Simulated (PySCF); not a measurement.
**Zn⁺: interval between two levels**

Zn⁺ [Ar] 3d10 4s1 [2S1/2, M_J = 1/2] → Zn⁺ [Ar] 3d10 4d1 [2D5/2, M_J = 5/2], as a difference of total energies. All numbers are calculated (PySCF 2.14, the two-component X2C-1e Hamiltonian, in x2c-SVPall-2c with one added diffuse shell each of s, d type (6s5p4d1f, 48 functions)). Correlated levels: [Ne] frozen; the 6 highest virtual spinors dropped. "Screened" scales the spin-orbit matrix elements by Boettger's factors to mimic the two-electron term; Breit and QED terms are absent.

| method | interval between two levels (cm⁻¹) | error (cm⁻¹) |
| --- | --- | --- |
| GHF (spin-free) | 89208 | -7752 |
| GMP2 (spin-free) | 93171 | -3789 |
| GHF (screened spin-orbit) | 89229 | -7731 |
| GMP2 (screened spin-orbit) | 93193 | -3768 |

Reference: 96961 cm⁻¹ (measured; NIST Handbook of Basic Atomic Spectroscopic Data (Sansonetti and Martin, J. Phys. Chem. Ref. Data 34, 1559 (2005))).

Errors of the correlated levels include the incompleteness of this basis and the frozen core.
